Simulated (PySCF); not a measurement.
Species: C2H7OSi (charge -1).
InChI=1S/C2H7OSi/c1-2-3-4/h2,4H2,1H3/q-1

Torsions of this conformer, `[CH3:1][CH2:2][O:3][SiH2-:4]`: C1–C2–O3–Si4 179°.

The closed-shell ground state was solved at several levels (PySCF, density fitting, gas phase, non-relativistic). One conformer (not necessarily the lowest) at the PBE0-D3(BJ)/def2-SVP geometry, without solvent, vibrations or thermal averaging. The geometry's basis has no diffuse functions, a weakness for an anion. Where the HOMO energy is positive, the finite basis confines the outermost electrons. No diffuse functions stand in pcSseg-1 and pcSseg-2, which bears on an anion's orbital energies.

```tsv
level	basis functions	total energy (Eh)	HOMO (eV)	LUMO (eV)	gap (eV)
PBE0/def2-SVPD	143	-444.6579	-0.01	4.12	4.13
B97-2/pcSseg-2	249	-445.1888	0.13	4.08	3.95
```

Q: Estimate the row for PBE0/pcSseg-1, a basis of 110 functions; the other rows only guide the guess.

A: Total energy -444.8204 Eh, HOMO 0.12 eV, LUMO 5.29 eV, gap 5.17 eV.

Q: Over all these levels, which gives the widest orbital gap and which the narrowest?

A: PBE0/pcSseg-1 (global hybrid, 25 % exact exchange) has the widest, 5.17 eV, and B97-2/pcSseg-2 (global hybrid, 21 % exact exchange) the narrowest, 3.95 eV. Functional and basis both differ between the two, so the spread mixes both effects.
